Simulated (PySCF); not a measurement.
# Computed records: CH6BNSi

Calculation on a computer-drawn molecule: the log of a Hartree-Fock and frozen-core CCSD(T) single point meant for a local Hartree-Fock minimum, with one planted fault or none, to be diagnosed. Offsets are logged minus clean, where the clean run is the same molecule without the fault. The reference is restricted for singlets and unrestricted otherwise, and also for a bond in bohr or an excited solution. Adding or removing an electron swaps singlet and doublet. The excited solution moves the top pair (singlet) or top alpha electron (doublet) to the lowest empty orbital. Highest occupied and lowest empty are orbital energies over both spins, largest force is the largest gradient component, triples share is (T) over the correlation energy, the T1 limit is 0.02 restricted and 0.045 unrestricted, electrons count all cores, a negative frequency is imaginary (commonest isotopes), and the dipole is about the centre of nuclear charge. Program: PySCF 2.14.0.

```json
{"formula": "CH6BNSi", "logged_structure": {"atoms_angstrom": [["B", -0.0522, -0.8563, -1.4955], ["N", 0.4601, -2.1789, -1.4955], ["Si", -0.216, -3.7562, -1.8552], ["C", -2.0155, -3.3378, -2.3128], ["H", 0.6719, 0.0557, -1.1944], ["H", -1.1932, -0.6434, -1.7913], ["H", 1.4286, -2.2369, -1.231], ["H", -2.5541, -4.2561, -2.5619], ["H", -2.0697, -2.6657, -3.1763], ["H", -2.5413, -2.8475, -1.4861]]}, "given": {"meant_charge": 0, "meant_multiplicity": 1, "meant_basis": "cc-pV(D+d)Z", "logged_electrons": 38, "logged_basis_functions": 95, "logged_SCF_converged": "yes", "logged_spin_squared": 0.0, "logged_highest_occupied [eV]": -8.5593, "logged_lowest_empty [eV]": 1.3802, "logged_largest_force [hartree/bohr]": 2.0499e-05, "logged_lowest_frequency [cm^-1]": 128.9, "logged_T1_diagnostic": 0.013147, "logged_D1_diagnostic": 0.042746, "logged_triples_share": 0.029458, "logged_CC_converged": "yes", "logged_dipole_magnitude [debye]": 0.28634, "logged_SCF_stable_within_its_kind": "yes", "logged_energy_HF [hartree]": -409.45427, "logged_energy_CCSD(T) [hartree]": -410.00547, "possible_faults": "no fault, one electron removed, one electron added, multiplicity raised by two, geometry at a saddle point, SCF held on an excited solution, minimal basis STO-3G, one bond length entered in bohr, all coordinates scaled", "drawn_bonds_atom": [1, 2, 3, 1, 1, 2, 4, 4, 4], "drawn_bonds_other_atom": [2, 3, 4, 5, 6, 7, 8, 9, 10], "drawn_bonds_order": [1, 1, 1, 1, 1, 1, 1, 1, 1]}, "results": {"planted_fault": "no fault", "HF_energy_offset_from_clean_run [kcal/mol]": 0.0, "CCSD(T)_energy_offset_from_clean_run [kcal/mol]": 0.0}}
```
